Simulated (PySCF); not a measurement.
C4H7FSi, SMILES C=C/C=C(\F)[SiH3].

Coordinates come from a ωB97X-D3(BJ)/def2-SVP optimisation. The structure was generated by enumeration; whether it is a known compound was not checked. Other conformers were not sampled.

Vertical ionisation energy (IE) and electron affinity (EA) in eV. Rows of orbital energies are one-electron estimates. Where ΔSCF, EOM or ADC give a negative EA the extra electron is unbound and the value depends on the basis.

| level | IE | EA |
|---|---|---|
| −ε(HOMO), −ε(LUMO), M06-2X/def2-TZVP (PySCF) | (withheld) | (withheld) |
| −ε(HOMO), −ε(LUMO), PBE/def2-TZVP (PySCF) | 5.84 | 2.15 |

Q: Some entries are withheld; supply them. (An estimate is asked for; the answer gives what the named calculation found.)

A: 
- −ε(HOMO), −ε(LUMO), M06-2X/def2-TZVP (PySCF), IE: 7.96
- −ε(HOMO), −ε(LUMO), M06-2X/def2-TZVP (PySCF), EA: 0.39
